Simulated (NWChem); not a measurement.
# C$_{2}$H$_{3}$ClF$_{2}$; SMILES CC(F)(F)Cl

```xyz
8

C     -1.3651    -0.9101     0.0000
C      0.0284    -0.3507     0.0000
F      0.7087    -0.7612    -1.0772
F      0.7087    -0.7612     1.0772
Cl     0.0214     1.4366     0.0000
H     -1.9018    -0.5747    -0.8959
H     -1.9018    -0.5747     0.8959
H     -1.2977    -2.0075     0.0000
```
Atoms are numbered in this order, from 1.

Computed with NWChem. Pople sets run with spherical d functions. Geometry: optimised at PBE0/def2-SVP. B3LYP is NWChem's, with the RPA form of VWN correlation.

Taking B3LYP/aug-cc-pVTZ as the yardstick, which of these has the fewest basis functions while keeping “dipole (D)” within 0.05 D of it: B3LYP/3-21G; B3LYP/def2-TZVP; B3LYP/def2-SVPD; B3LYP/def2-SVP; B3LYP/6-31G*; B3LYP/6-31+G*; B3LYP/STO-3G; B3LYP/6-311++G**?…

B3LYP/def2-SVPD (a larger set in the list lies outside the tolerance).
```
level              basis functions  dipole (D)
-----------------  ---------------  ----------
B3LYP/STO-3G                    32        2.30
B3LYP/3-21G                     55        2.36
B3LYP/6-31G*                    80        2.08
B3LYP/def2-SVP                  89        2.02
B3LYP/6-31+G*                  100        2.26
B3LYP/def2-SVPD                137        2.21
B3LYP/6-311++G**               139        2.30
B3LYP/def2-TZVP                179        2.13
B3LYP/aug-cc-pVTZ              303        2.17
```

The yardstick is one finite set, not the basis-set limit.
